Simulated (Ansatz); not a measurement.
Cartesian coordinates in Å:
```
C 0.095 -0.952 0.929
Ge 0.440 0.539 -0.246
Cl 0.259 2.377 0.843
C -0.927 0.599 -1.605
N -1.746 0.591 -2.415
H 0.134 -1.884 0.362
H -0.894 -0.841 1.372
H 0.845 -0.975 1.719
H 1.793 0.545 -0.960
```

Charge 0, multiplicity 1.

**Question.** List the B3LYP/def2-TZVPP orbital energies in eV (Ansatz 0.2.0). (An estimate is asked.)

**Answer.** Ansatz gave: Occupied: -10851.97, -2762.70, -1356.28, -1207.20, -1207.18, -1207.15, -390.00, -277.78, -277.66, -257.44, -196.48, -196.32, -196.31, -170.85, -121.16, -121.10, -121.01, -34.74, -34.70, -34.62, -34.57, -34.57, -24.97, -22.73, -20.16, -16.41, -12.88, -12.35, -11.89, -10.87, -10.68, -10.18, -9.73, -9.66, -9.10, -8.90. Lowest empty: -1.23, -0.60, -0.02, 0.61, 1.23, 1.55, 2.17, 2.39.

B3LYP here is the variant with VWN-RPA as its local correlation; programs differ in this.
